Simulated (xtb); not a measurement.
xtb input:

```bash
xtb mol.xyz --gfn 2 --sp --chrg 0 --uhf 0
```
mol.xyz:
```
3

Y      0.44514175     0.31542447    -0.24083734
O     -0.54121607     1.54806852    -1.13080838
Cl    -0.76651763    -1.45212367     1.08465432
```

Q: What final total energy does it print?

A: -9.82241 Eh (GFN2-xTB).
